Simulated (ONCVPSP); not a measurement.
u(r) = r·R(r): atom against pseudo-atom (cadmium)

Columns: radius, all-electron u(r) and pseudo u(r) of the 4p shell (level -68.02 eV) of cadmium in the configuration [Ar] 3d10 4s2 4p6 4d10 5s1.5 5p0.5; PBE, scalar-relativistic, ONCV scheme, ONCVPSP 4.0.1.

```csv
r (bohr),all-electron,pseudo
0.082,0.3864,0.0283
0.165,-0.2462,0.1111
0.248,-0.6284,0.2394
0.330,-0.4966,0.3967
0.413,-0.0941,0.5699
0.495,0.3464,0.7376
0.578,0.7170,0.8873
0.660,0.9702,1.0030
0.742,1.1142,1.0788
0.825,1.1678,1.1121
0.908,1.1541,1.1041
0.990,1.0968,1.0617
1.072,1.0140,0.9936
1.155,0.9174,0.9077
1.238,0.8172,0.8136
1.320,0.7205,0.7195
1.402,0.6295,0.6293
1.485,0.5451,0.5450
1.568,0.4692,0.4691
1.650,0.4028,0.4027
1.733,0.3438,0.3437
1.815,0.2930,0.2930
1.898,0.2486,0.2486
1.980,0.2109,0.2109
2.062,0.1786,0.1786
2.145,0.1507,0.1506
```

(1) How many radial nodes do the two functions have?

(2) At about which radius was the pseudo-wave matched?

(3) Where does each function peak?

(4) Is the pseudo-wave norm-conserving?

Answers

(1) The all-electron 4p function has n − l − 1 = 2; the pseudo-wave has 0, since the states of the same l below it are removed with the core.

(2) 1.50 bohr. The columns agree to 0.0005 from 1.40 bohr on; several derivatives are matched, so the curves merge somewhat inside the radius.

(3) Outermost all-electron maximum near 0.82 bohr, pseudo maximum near 0.82 bohr (to the table’s step).

(4) Yes: the ONCV scheme keeps the norm inside the radius equal to the all-electron one, which fixes the energy derivative of the logarithmic derivative at the level.
